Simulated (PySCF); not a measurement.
C₈H₈O, SMILES O/C=C\c1ccccc1, GFN2-xTB optimised geometry.

```
17

O      0.25    -2.65    -0.03
C     -1.05    -2.24    -0.01
C     -1.45    -0.97     0.00
C     -0.66     0.25     0.00
C     -1.32     1.48     0.00
C     -0.61     2.67     0.00
C      0.77     2.65     0.00
C      1.44     1.44     0.00
C      0.74     0.25     0.00
H      0.30    -3.61    -0.04
H     -1.79    -3.03    -0.01
H     -2.52    -0.82     0.01
H     -2.40     1.50     0.00
H     -1.14     3.61     0.00
H      1.33     3.58     0.00
H      2.52     1.42     0.00
H      1.27    -0.69     0.00
```

Density from B3LYP/def2-SVP in PySCF 2.14.0 at that geometry.

Minimum of the electron density along straight lines between bonded atoms, close to the bond critical point (lines longer than 1.1 times the sum of covalent radii, or with two minima, are not listed):

```
bond    length / Å  ρ at the minimum / e bohr⁻³  ∇²ρ there / e bohr⁻⁵  position (fraction from the first atom)
------  ----------  ---------------------------  --------------------  ---------------------------------------
O1–C2        1.363                        0.282                     ?                                     0.67
C2–C3        1.336                        0.340                     ?                                     0.52
C3–C4        1.453                        0.277                     ?                                     0.50
C4–C5        1.398                        0.308                 -0.78                                     0.50
C5–C6        1.381                        0.316                 -0.82                                     0.50
C6–C7        1.385                        0.314                 -0.81                                     0.50
C7–C8        1.385                        0.314                 -0.82                                     0.50
C4–C9        1.396                        0.308                 -0.79                                     0.50
C8–C9        1.382                        0.316                 -0.82                                     0.50
O1–H10       0.962                        0.358                 -2.35                                     0.81
C2–H11       1.085                        0.286                 -1.10                                     0.64
C3–H12       1.081                        0.281                 -1.05                                     0.63
C5–H13       1.081                        0.283                 -1.06                                     0.62
C6–H14       1.081                        0.283                 -1.07                                     0.63
C7–H15       1.080                        0.283                 -1.07                                     0.63
C8–H16       1.081                        0.283                 -1.07                                     0.63
C9–H17       1.077                        0.289                 -1.13                                     0.64
```

Question: What belongs in the gaps?

Answer: 
- O1–C2, ∇²ρ there / e bohr⁻⁵: -0.26
- C2–C3, ∇²ρ there / e bohr⁻⁵: -0.92
- C3–C4, ∇²ρ there / e bohr⁻⁵: -0.68
